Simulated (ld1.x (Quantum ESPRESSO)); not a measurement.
Plane-wave convergence, RRKJ potential for tellurium

- Element: Te
- Generator: ld1.x (Quantum ESPRESSO) 7.5
- Type: norm-conserving RRKJ (Kleinman–Bylander form)
- Functional: PBE
- Relativity: fully relativistic
- Frozen core: [Kr]
- Valence charge: 16
- Reference configuration: 4d10 5s2 5p4
- Partial waves: 5p (bound): rc 1.60 bohr; 4d (bound): rc 1.40 bohr; 5s (bound): rc 1.70 bohr
- Local potential: the s channel
- Core correction: Bessel-smoothed model core, default radius (core density twice the valence density)

Open shells are filled in proportion to 2j + 1 (rel_dist='average').

The pseudo-atom Hamiltonian at the reference potential is diagonalised in spherical Bessel functions j_l(qr) that vanish at 20 bohr, with q² up to the cutoff. All-electron valence levels (Ry): 5p1/2 -0.4777, 5p3/2 -0.4195, 4d3/2 -3.1226, 4d5/2 -3.0148, 5s -1.1092.

Q: How do the lowest levels (Ry) of each channel move with the cutoff, and are there ghosts?

A:

```
cutoff (Ry)   p1/2 #1  p1/2 #2   p3/2 #1  p3/2 #2  p3/2 #3  d3/2 #1  d5/2 #1     s #1    f #1  Σ f·Δε (mRy)
          8   -0.5063   0.0226   -0.5679   0.0205   0.1116   0.0137   0.0124  -1.0623  0.1127       31237.5
         18   -4.9174  -0.2274   -3.6031  -0.0631   0.0587  -0.2380  -0.2520  -1.0970  0.1127       29425.3
         35  -35.2775  -0.4680  -35.6480  -0.4036   0.0265  -2.0017  -1.9711  -1.1083  0.1127       10803.7
         55  -39.7934  -0.4775  -41.1116  -0.4192   0.0257  -3.0280  -2.9296  -1.1089  0.1127         892.1
         90  -39.8244  -0.4777  -41.1641  -0.4195   0.0257  -3.1226  -3.0148  -1.1092  0.1127           1.4
        140  -39.8267  -0.4778  -41.1667  -0.4195   0.0257  -3.1227  -3.0149  -1.1092  0.1127           0.1
        400  -39.8299  -0.4778  -41.1690  -0.4195   0.0257  -3.1227  -3.0149  -1.1092  0.1127           0.0
```

Result: ghost states, extra bound levels that the all-electron valence spectrum of the same l lacks: p3/2 at -560.1 eV, p1/2 at -541.9 eV (a true bound ghost makes a file unfit for plane-wave use); 10 mRy is reached at 90 Ry and 1 mRy at 110 Ry.

Its largest configuration-test error is -311 meV.
